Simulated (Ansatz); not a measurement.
```yaml
crystal:
  periodic: [true, true, true]
  atoms:
    - {symbol: C, position_ang: [-0.194105, -2.536845, 0.608325]}
    - {symbol: N, position_ang: [-0.601151, -1.184491, 0.297798]}
    - {symbol: Si, position_ang: [0.434026, 0.079071, -0.114057]}
    - {symbol: F, position_ang: [0.931566, 0.073522, -1.639680]}
    - {symbol: O, position_ang: [-0.409463, 1.452558, 0.104028]}
    - {symbol: C, position_ang: [-0.073962, 2.710079, -0.439803]}
    - {symbol: H, position_ang: [-0.705484, -2.912631, 1.499564]}
    - {symbol: H, position_ang: [-0.378666, -3.236239, -0.214742]}
    - {symbol: H, position_ang: [0.877767, -2.558122, 0.819988]}
    - {symbol: H, position_ang: [-1.592506, -1.058497, 0.173327]}
    - {symbol: H, position_ang: [1.684039, -0.017323, 0.670902]}
    - {symbol: H, position_ang: [0.158536, 2.638332, -1.506354]}
    - {symbol: H, position_ang: [-0.929369, 3.374994, -0.310294]}
    - {symbol: H, position_ang: [0.785673, 3.146293, 0.079797]}
basis:
  gaussian: {orbitals: aug-cc-pVTZ}
hamiltonian: {xc: {name: PBE0-DH}}
```

```sh
$ ansatz run in.yaml --threads 2 --pin off --events-out ev --progress --plain --max-ram 32768MiB --backend cuda --devices 0, --max-vram 18GiB
```

Shortened log:

```
Error: YAML parse error: error: line 2 column 3: crystal: missing field `lattice` (a structure is typed as `lattice` and `atoms`, a molecule's as `atoms` in Å alone, or read from a run's directory, `checkpoint`)
 --> <input>:2:3
1 | crystal:
2 |   periodic: [true, true, true]
3 |   atoms:
4 |     - {symbol: C, position_ang: [-0.194105, -2.536845, 0.608325]}
```

Q: What is wrong with this run?

A: The molecule is marked periodic without a cell. The program refused the input.
